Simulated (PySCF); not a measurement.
A geometry optimisation, step by step.

Species: C₈H₇OP.
SMILES with atom numbers: `[O:1]=[P@@H:2]1[CH:3]=[CH:4][c:5]2[cH:6][cH:7][cH:8][cH:9][c:10]21` (hydrogens: H11 on P2; H12 on C3; H13 on C4; H14 on C6; H15 on C7; H16 on C8; H17 on C9)

Computed by this run: PySCF 2.14.0, PBE0-D3(BJ)/def2-SVP geometry optimisation, gas phase; density fitting, grid level 1; the optimiser is geomeTRIC in internal coordinates, started from a GFN2-xTB structure with every atom displaced at random (about 0.01 Å). 4 of its 9 geometries are shown. The frame can shift and turn from step to step; on so coarse a grid that alone can change the energy by a few meV, and forces under 0.02 eV/Å are noise.

Step 0: E = -19719.6925 eV, largest atomic force 3.226 eV/Å
```
atom  x, y, z in Å  |  force x, y, z in eV/Å
O1     -2.117   -2.524   -0.494   -0.302  -1.199  -0.697
P2     -1.795   -1.280    0.223    0.151   0.925   0.071
C3     -2.476    0.312   -0.343    3.094   0.374   0.302
C4     -1.433    1.200   -0.508   -3.194  -0.372  -0.265
C5     -0.128    0.698   -0.237    1.361   0.022   0.274
C6      1.055    1.422   -0.334    0.254  -0.699   0.189
C7      2.268    0.778   -0.050   -0.949   0.198  -0.175
C8      2.298   -0.546    0.327   -1.129  -0.216   0.185
C9      1.099   -1.268    0.468    0.273   0.618  -0.443
C10    -0.095   -0.645    0.177   -0.206   0.076   0.088
H11    -2.108   -1.325    1.596   -0.066   0.121   0.491
H12    -3.495    0.509   -0.502   -1.579   0.389  -0.299
H13    -1.638    2.226   -0.847    0.306  -0.093   0.074
H14     1.029    2.459   -0.621    0.044   0.587  -0.185
H15     3.181    1.317   -0.132    0.948   0.611  -0.096
H16     3.226   -1.020    0.546    0.941  -0.491   0.163
H17     1.113   -2.301    0.741    0.054  -0.853   0.322
```

Step 3: E = -19719.8823 eV, largest atomic force 0.343 eV/Å
```
atom  x, y, z in Å  |  force x, y, z in eV/Å
O1     -1.986   -2.585   -0.862   -0.031  -0.014  -0.053
P2     -1.756   -1.341   -0.075    0.093   0.169   0.089
C3     -2.405    0.277   -0.588   -0.213   0.119  -0.066
C4     -1.456    1.230   -0.530   -0.004  -0.270   0.212
C5     -0.125    0.738   -0.135    0.135   0.117  -0.103
C6      1.042    1.492   -0.026   -0.004  -0.116   0.057
C7      2.240    0.843    0.284    0.112  -0.003  -0.005
C8      2.289   -0.540    0.470   -0.199   0.128  -0.017
C9      1.113   -1.293    0.378    0.010  -0.048   0.045
C10    -0.084   -0.651    0.097    0.124   0.037  -0.044
H11    -2.207   -1.401    1.283    0.004  -0.032  -0.009
H12    -3.448    0.457   -0.843   -0.093   0.009  -0.055
H13    -1.634    2.293   -0.728    0.020  -0.075  -0.041
H14     1.021    2.572   -0.186    0.010   0.014  -0.017
H15     3.158    1.427    0.370    0.039   0.028  -0.009
H16     3.240   -1.030    0.687    0.009  -0.009  -0.002
H17     1.138   -2.375    0.516   -0.012  -0.053   0.017
```

Step 5: E = -19719.8899 eV, largest atomic force 0.232 eV/Å
```
atom  x, y, z in Å  |  force x, y, z in eV/Å
O1     -1.997   -2.546   -0.887   -0.011  -0.015  -0.014
P2     -1.761   -1.320   -0.071   -0.052  -0.048   0.031
C3     -2.427    0.299   -0.560    0.124  -0.083   0.035
C4     -1.454    1.226   -0.506   -0.070   0.110  -0.064
C5     -0.113    0.738   -0.142   -0.074   0.008  -0.005
C6      1.055    1.491   -0.047   -0.004  -0.180   0.025
C7      2.246    0.828    0.263    0.183   0.141   0.018
C8      2.283   -0.550    0.474   -0.066   0.006  -0.021
C9      1.107   -1.303    0.394   -0.015   0.005   0.007
C10    -0.079   -0.649    0.099   -0.078   0.025  -0.035
H11    -2.200   -1.421    1.287    0.011  -0.006   0.013
H12    -3.468    0.489   -0.828    0.020   0.005   0.013
H13    -1.617    2.284   -0.728    0.010   0.031   0.002
H14     1.042    2.570   -0.219    0.011  -0.030   0.001
H15     3.171    1.404    0.336    0.022   0.000  -0.007
H16     3.232   -1.043    0.698   -0.004   0.021  -0.001
H17     1.123   -2.385    0.550   -0.007   0.011   0.003
```

Step 8: E = -19719.8937 eV, largest atomic force 0.020 eV/Å
```
atom  x, y, z in Å  |  force x, y, z in eV/Å
O1     -2.026   -2.540   -0.867    0.000   0.005   0.010
P2     -1.771   -1.317   -0.051    0.004  -0.001  -0.004
C3     -2.426    0.306   -0.540   -0.013   0.004  -0.003
C4     -1.453    1.234   -0.511    0.011   0.000   0.003
C5     -0.113    0.738   -0.152    0.004  -0.008   0.000
C6      1.065    1.478   -0.065    0.002   0.019  -0.007
C7      2.260    0.822    0.246   -0.010  -0.008  -0.005
C8      2.282   -0.554    0.467   -0.002   0.003  -0.001
C9      1.099   -1.299    0.396    0.001  -0.011   0.007
C10    -0.086   -0.647    0.098    0.009  -0.005   0.004
H11    -2.192   -1.418    1.313   -0.001   0.005   0.004
H12    -3.468    0.499   -0.798   -0.004   0.000   0.004
H13    -1.613    2.292   -0.741    0.000  -0.001  -0.003
H14     1.055    2.556   -0.245    0.001   0.002  -0.006
H15     3.188    1.395    0.309    0.000   0.000  -0.005
H16     3.227   -1.054    0.692   -0.001  -0.002   0.000
H17     1.112   -2.379    0.563   -0.001  -0.002   0.003
```

Question: Summarise the path.

Answer: The energy falls by 0.2012 eV from step 0 to step 8; nine tenths of that is first reached at step 2. It rises by more than 0.2 meV at step 5. The largest force goes from 3.226 to 0.020 eV/Å. Among the bonds C4–C5 changes most, from 1.425 to 1.473 Å; the atoms move by 0.047 Å rms after alignment.

Question: Follow the three bonds and two angles with the largest change from start to end.

Answer: 
| step | E above end (eV) | largest force (eV/Å) | C4–C5 (Å) | C3–H12 (Å) | C3=C4 (Å) | C3–C4–H13 (°) | C5–C4–H13 (°) |
| --- | --- | --- | --- | --- | --- | --- | --- |
| 0 | 0.2012 | 3.226 | 1.425 | 1.050 | 1.380 | 119.8 | 123.9 |
| 1 | 0.0881 | 0.994 | 1.482 | 1.102 | 1.345 | 125.1 | 119.8 |
| 2 | 0.0165 | 0.218 | 1.477 | 1.093 | 1.345 | 123.8 | 119.9 |
| 3 | 0.0114 | 0.343 | 1.473 | 1.089 | 1.346 | 124.4 | 121.3 |
| 4 | 0.0030 | 0.161 | 1.472 | 1.089 | 1.345 | 123.6 | 120.8 |
| 5 | 0.0038 | 0.232 | 1.472 | 1.091 | 1.345 | 123.4 | 120.4 |
| 6 | 0.0003 | 0.036 | 1.473 | 1.091 | 1.346 | 123.7 | 120.7 |
| 7 | 0.0004 | 0.074 | 1.473 | 1.091 | 1.346 | 123.7 | 120.6 |
| 8 | 0.0000 | 0.020 | 1.473 | 1.091 | 1.345 | 123.8 | 120.6 |

What follows is the cost of the whole optimisation. The run took 4.3 min on one thread, Arm Neoverse N1 (aarch64), shared host with 64 logical CPUs at a one-minute load of 56, and the process peaked at 0.83 GiB of memory.
